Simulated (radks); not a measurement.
Problem. The mean radii <r> (bohr) of the occupied orbitals of an atom or ion are listed with their occupations. All-electron calculation, scalar-relativistic Kohn-Sham, r2SCAN, spin-polarised, spherical densities, finite nucleus; meta-GGA in the generalised Kohn-Sham scheme; Fermi nuclear charge, rms radius of each element as measured or else 0.836 A^(1/3) + 0.57 fm. Program: a radial shooting solver on a logarithmic mesh with Libxc functionals.

orbital  occ.      <r>
1s up       1  0.02191
1s down     1  0.02191
2s up       1  0.09326
2s down     1  0.09326
2p up       3  0.08238
2p down     3  0.08237
3s up       1   0.2441
3s down     1   0.2439
3p up       3   0.2429
3p down     3   0.2425
3d up       5   0.2214
3d down     5   0.2210
4s up       1   0.5532
4s down     1   0.5532
4p up       3   0.5854
4p down     3   0.5854
4d up       5   0.6362
4d down     5   0.6374
5s up       1    1.327
5s down     1    1.359
5p up       3    1.546
5p down     3    1.580
4f up       7   0.8489
6s up       1    3.601
5d up       1    2.514

Name the element and its charge. Open shells, if any, are filled with parallel spins first.

Solution. Z = 64, gadolinium, charge +1: Gd+ in [Xe] 4f7 5d1 6s1. The 1s radius gives Z: for a bare nucleus <r> = (2 gamma + 1)/(2Z) with gamma = sqrt(1 - (Z/c)^2), 0.02163 bohr for Z = 64, and screening makes it slightly larger (0.02191 here). The occupations add up to 63, and the charge is Z minus that.
